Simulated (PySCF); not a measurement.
PySCF input file for CH7GeNO, SMILES C[NH][GeH2][OH], PBE/pcSseg-1. The structure is a stationary point at ωB97X-D3(BJ)/def2-SVP. This is a generated structure with no PubChem entry under its InChIKey; it may be hypothetical. The values are those of a single conformer.

```python
import numpy as np
from pyscf import gto, scf, dft
from pyscf.prop.nmr import rks as nmr

mol = gto.M(
    atom='''
    C    -2.22597363   -0.42569510    0.20581002
    N    -1.16374449    0.05691895   -0.65726930
    Ge    0.51381239    0.37840105   -0.03832687
    O     1.33289491   -1.07192192    0.61663975
    H    -2.12008994    0.02435832    1.20675625
    H    -3.21666008   -0.12535634   -0.17716065
    H    -2.23445099   -1.52451907    0.34398726
    H    -1.25388846   -0.23364892   -1.62510440
    H     1.31394611    0.94182949   -1.22501653
    H     0.42662801    1.29447148    1.18273713
    H     1.48141275   -1.75485518   -0.04683251
    ''',
    basis='pcSseg-1',
    charge=0,
    spin=0,
    max_memory=1600,
    verbose=3,
)
mf = dft.RKS(mol, xc='pbe')
mf.grids.level = 3
mf.conv_tol = 1e-10
mf.max_cycle = 100
mf.kernel()
n = nmr.NMR(mf)
n.verbose = 2
n.max_cycle_cphf = 60
sigma = n.kernel()
print('atom   isotropic/ppm   span/ppm')
for i, s in enumerate(sigma):
    w = np.linalg.eigvalsh((s + s.T) / 2)
    print(f'{mol.atom_symbol(i):2s}{i + 1:3d} {w.mean():14.3f} {w[2] - w[0]:11.3f}')
```

Log of the run:

```
converged SCF energy = -2248.5641126648
atom   isotropic/ppm   span/ppm
C   1        144.331      61.058
N   2        211.610      59.143
Ge  3       1274.617     263.089
O   4        275.799      71.820
H   5         28.490       9.457
H   6         28.238      12.071
H   7         28.032      12.776
H   8         30.530      18.012
H   9         25.807      18.029
H  10         26.182      17.279
H  11         31.162      19.764
```

The run converged.

Cost: about 16 core-seconds (a rough figure).
